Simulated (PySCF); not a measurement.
Al(F)(Br)(vinyl) (C2H3AlBrF), SMILES [Al]([Br])([CH]=C)[F].

The structure is a stationary point at B3LYP-D3(BJ)/def2-SVP. The structure was generated by enumeration; whether it is a known compound was not checked. One conformer was computed; it need not be the lowest.

These are PBE/def2-TZVP (PySCF) values and carry that method's errors.

Isolated molecule, no solvent.

Problem. Estimate the frontier levels, gap, dipole moment and polarisability. (The exact figures need the calculation; the answer reports its results.)

Solution. 
```json
{
  "highest_occupied_level": "-7.35 eV",
  "lowest_empty_level": "-2.47 eV",
  "orbital_gap": "4.87 eV",
  "dipole_moment": "2.31 D",
  "quadrupole, principal values (traceless, Buckingham form, about the centre of nuclear charge)": "-6.26, 1.68, 4.58 D·Å",
  "mean_static_polarisability": "67.1 bohr³ (9.94 Å³)",
  "polarisability_principal_values": "47.9, 72.2, 81.2 bohr³"
}
```
